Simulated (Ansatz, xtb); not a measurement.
Two structures of F2H2Se2Ti

We compare X, a singlet given by its coordinates, with Y, a singlet given by its coordinates. Both are isolated molecules in the gas phase, relaxed with PBE0-D4/def2-SVP.

X (Å):

```yaml
atoms:
  - { symbol: F, position_ang: [-1.4155, -2.4247, 1.0003] }
  - { symbol: F, position_ang: [-3.6723, -0.7771, 0.1169] }
  - { symbol: Se, position_ang: [-0.9677, -0.4017, -1.7316] }
  - { symbol: Se, position_ang: [-1.2313, 0.7083, 2.0115] }
  - { symbol: Ti, position_ang: [-1.9755, -0.9107, 0.3937] }
  - { symbol: H, position_ang: [0.3485, -0.7083, -1.1393] }
  - { symbol: H, position_ang: [-1.9432, 1.7481, 1.2441] }
```

Close contacts (Å): F1–Ti5 1.72, F2–Ti5 1.72, Se3–Ti5 2.41, Se4–Ti5 2.41, Se3–H6 1.48, Se4–H7 1.48.

Y (Å):

```xyz
7

F     0.5937   -1.9174    0.8738
F    -0.7535   -0.8955   -1.4439
Se   -1.1112    1.0114    1.3446
Se    2.0985    0.7920   -0.5162
Ti    0.1532   -0.5084   -0.0226
H    -2.2345    0.0492    1.3285
H     1.3150    1.4008   -1.6099
```

Close contacts (Å): F1–Ti5 1.73, F2–Ti5 1.73, Se3–Ti5 2.40, Se4–Ti5 2.39, Se3–H6 1.48, Se4–H7 1.48, Ti5–H7 2.74.

Task: Which of the two would you expect CCSD(T)/def2-SVP + ΔMP2/def2-TZVPP electronic energies to favour?

Result: CCSD(T)/def2-SVP + ΔMP2/def2-TZVPP gives E(Y) − E(X) = −0.007 eV, slightly favouring structure Y, which is too small a margin to settle the true order.

How the difference moves with the method:

```csv
level,geometry,E(Y) − E(X) (eV),departure from the last row (eV),"job, with rough time for the two"
PBE0-D4/def2-SVP,PBE0-D4/def2-SVP,−0.004,+0.003,"optimisation, 3.1 min"
HF/def2-SVP,PBE0-D4/def2-SVP,+0.011,+0.018,part of the CCSD(T) run
MP2/def2-SVP,PBE0-D4/def2-SVP,+0.007,+0.013,part of the CCSD(T) run
CCSD(T)/def2-SVP,PBE0-D4/def2-SVP,−0.002,+0.005,single point
CCSD(T)/def2-SVP + ΔMP2/def2-TZVPP,PBE0-D4/def2-SVP,−0.007,,"single point, 2.4 min"
```

The largest departure from CCSD(T)/def2-SVP + ΔMP2/def2-TZVPP is that of HF/def2-SVP, 0.018 eV. Levels run at GFN2-xTB geometries aren't shown. The last row adds to CCSD(T) the change of the MP2 difference between the two basis sets, here −0.005 eV.

With thermal terms from frequencies at re-optimised GFN2-xTB minima (ideal gas, soft modes damped towards free rotors, one conformer each, 298.15 K, 1 atm): the zero-point term adds −0.003 eV; ΔH is −0.006 and ΔG −0.036 eV.

The T1 diagnostic of structure Y is large, so the coupled-cluster value is less sure. The correlated steps freeze 25 core orbitals; the filled d shell of Se is correlated, in a basis made for valence electrons. Programs: Ansatz 0.2.0, xtb 6.7.1; the last row on 2 threads of Arm Neoverse V1 on a shared host.
